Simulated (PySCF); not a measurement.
Compound: BH9NSi2 (charge -1).
InChI=1S/BH9NSi2/c1-2(3)4/h1,3-4H3/q-1

The closed-shell ground state was solved at several levels (PySCF, density fitting, gas phase, non-relativistic). Isolated species at its PBE0-D3(BJ)/def2-SVP geometry, gas phase. The geometry's basis has no diffuse functions, a weakness for an anion. No diffuse functions stand in pcSseg-1 and pcSseg-2, which bears on an anion's orbital energies.

```csv
level,basis functions,total energy (Eh),HOMO (eV),LUMO (eV),gap (eV)
CAM-B3LYP/def2-SVPD,160,-663.8049,-3.19,4.57,7.76
PBE0/pcSseg-1,127,-663.6905,-1.79,4.72,6.51
```

Q: What might wB97X-D/pcSseg-2 (284 basis functions) give for the same quantities?

A: Total energy -664.1212 Eh, HOMO -3.75 eV, LUMO 5.74 eV, gap 9.49 eV.

Q: Over all these levels, which gives the widest orbital gap and which the narrowest?

A: wB97X-D/pcSseg-2 (range-separated hybrid) has the widest, 9.49 eV, and PBE0/pcSseg-1 (global hybrid, 25 % exact exchange) the narrowest, 6.51 eV. Functional and basis both differ between the two, so the spread mixes both effects.

wB97X-D is run here without its empirical dispersion term; that term would change no orbital, density or response property at a fixed geometry.
